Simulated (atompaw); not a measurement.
**Before and after: PAW (atompaw) potential for Al (Z = 13)**

aluminium, PAW, made with atompaw 4.2.0.5 (PBE, non-relativistic). Core [Ne], reference 3s2 3p1. Waves: 3s (bound): rc 2.35 bohr; 3s channel at 0.05 Ry: rc 2.35 bohr; 3p (bound): rc 2.35 bohr; 3p channel at 0.4 Ry: rc 2.35 bohr; 3d channel at 0.15 Ry: rc 2.10 bohr; 3d channel at 0.55 Ry: rc 2.35 bohr. Local part: bessel scheme, radius 1.90 bohr. Core correction: smooth core density matched at 2.35 bohr. Augmentation charge: besselshape compensation charge, radius 2.15 bohr; PAW radius 2.35 bohr; waves and projectors: custom rrkj gramschmidtortho.

Change: all radii scaled by about 0.74 (s 1.74, p 1.74, d 1.56 bohr); local potential bessel scheme, radius 1.40 bohr; augmentation besselshape compensation charge, radius 1.58 bohr; PAW radius 1.74 bohr; waves and projectors: custom rrkj gramschmidtortho; core correction smooth core density matched at 1.74 bohr.

Cutoffs: the cutoffs (Ry, on a coarse ladder) from which the occupation-weighted sum of valence levels, in a spherical-Bessel basis at the reference potential, stays within 10 and 1 mRy of its value at 400 Ry; they do not see the model core or the augmentation charge, which bear on the density cutoff.

Q: What does the change do?

A: The potential gets harder (6 Ry and 8 Ry → 10 Ry and 15 Ry); neither file shows a bound ghost. A smaller radius makes the pseudo-wave follow the all-electron one further in, where it bends more sharply, so more plane waves are needed.

| quantity | base | changed |
| --- | --- | --- |
| cutoff, loose | 6 Ry | 10 Ry |
| cutoff, tight | 8 Ry | 15 Ry |
| loose cutoff by channel (10 mRy a level) | s 6 Ry, p 6 Ry | s 8 Ry, p 6 Ry |
| bound ghosts | none | none |
| lowest overlap eigenvalue by channel | s 0.47, p 0.83, d 0.70 | s 0.53, p 0.80, d 0.27 |

 The cutoffs see the waves, projectors and local potential, not the compensation charge or the core.
